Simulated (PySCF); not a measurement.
Compound: WS2(OMe)2, C₂H₆O₂S₂W (singlet state).
Bonds: W1–S2, W1–S3, W1–O4, W1–O9, O4–C5, O9–C10. Hydrogens: H6, H7, H8 on C5; H11, H12, H13 on C10.

Method: PySCF, PBE0-D3(BJ)/def2-SVP geometry optimisation, gas phase, def2 core potentials past Kr; density fitting, grid level 1; the optimiser is geomeTRIC in internal coordinates, started from a GFN2-xTB structure with every atom displaced at random (about 0.03 Å).

At the end of the run (lengths in Å): W1–O9 1.850, C10–H13 1.102, W1–S3 2.136, C5–H8 1.102, C5–H7 1.100, C5–H6 1.102, W1–S2 2.139, W1–O4–C5 143.7°, W1–O9–C10 144.6°, O4–W1–O9 111.3°, S2–W1–O4 109.3°, S2–W1–O4–C5 55°, S2–W1–O9–C10 -71°, H6–C5–O4–W1 -57°, H11–C10–O9–W1 -50°.

Question: These geometries were met on the way; a selection of coordinates is given. Order them by energy above the end point, lowest first.
A. W1–O9 1.855, C10–H13 1.104, W1–S3 2.142, C5–H8 1.100, C5–H7 1.103, C5–H6 1.102, W1–S2 2.134, W1–O4–C5 165.6°, W1–O9–C10 158.2°, O4–W1–O9 115.9°, S2–W1–O4 108.4°, S2–W1–O4–C5 43°, S2–W1–O9–C10 -71°, H6–C5–O4–W1 -45°, H11–C10–O9–W1 -46°
B. W1–O9 1.743, C10–H13 1.048, W1–S3 2.085, C5–H8 1.151, C5–H7 1.052, C5–H6 1.137, W1–S2 2.172, W1–O4–C5 168.3°, W1–O9–C10 159.5°, O4–W1–O9 123.1°, S2–W1–O4 104.6°, S2–W1–O4–C5 40°, S2–W1–O9–C10 -71°, H6–C5–O4–W1 -42°, H11–C10–O9–W1 -47°
C. W1–O9 1.889, C10–H13 1.100, W1–S3 2.158, C5–H8 1.103, C5–H7 1.100, C5–H6 1.104, W1–S2 2.138, W1–O4–C5 166.8°, W1–O9–C10 159.4°, O4–W1–O9 118.7°, S2–W1–O4 108.1°, S2–W1–O4–C5 41°, S2–W1–O9–C10 -70°, H6–C5–O4–W1 -44°, H11–C10–O9–W1 -46°
D. W1–O9 1.837, C10–H13 1.103, W1–S3 2.137, C5–H8 1.102, C5–H7 1.101, C5–H6 1.102, W1–S2 2.140, W1–O4–C5 161.0°, W1–O9–C10 155.0°, O4–W1–O9 110.7°, S2–W1–O4 109.8°, S2–W1–O4–C5 47°, S2–W1–O9–C10 -71°, H6–C5–O4–W1 -49°, H11–C10–O9–W1 -46°
E. W1–O9 1.852, C10–H13 1.100, W1–S3 2.140, C5–H8 1.103, C5–H7 1.099, C5–H6 1.102, W1–S2 2.138, W1–O4–C5 148.2°, W1–O9–C10 147.2°, O4–W1–O9 107.9°, S2–W1–O4 110.7°, S2–W1–O4–C5 53°, S2–W1–O9–C10 -71°, H6–C5–O4–W1 -55°, H11–C10–O9–W1 -48°

Answer: E (0.010 eV), D (0.038 eV), A (0.072 eV), C (0.148 eV), B (0.697 eV).

```json
{"step": "6", "E above end (eV)": "0.010", "rms distance from the end, all atoms (Å)": "0.110", "largest force (eV/Å)": "0.341", "rms shift of all bonds from the end (Å)": "0.002"}
{"step": "4", "E above end (eV)": "0.038", "rms distance from the end, all atoms (Å)": "0.246", "largest force (eV/Å)": "0.301", "rms shift of all bonds from the end (Å)": "0.006"}
{"step": "2", "E above end (eV)": "0.072", "rms distance from the end, all atoms (Å)": "0.251", "largest force (eV/Å)": "0.407", "rms shift of all bonds from the end (Å)": "0.006"}
{"step": "1", "E above end (eV)": "0.148", "rms distance from the end, all atoms (Å)": "0.243", "largest force (eV/Å)": "1.712", "rms shift of all bonds from the end (Å)": "0.015"}
{"step": "0", "E above end (eV)": "0.697", "rms distance from the end, all atoms (Å)": "0.187", "largest force (eV/Å)": "6.047", "rms shift of all bonds from the end (Å)": "0.046"}
```

Rows stand in the order of the answer.
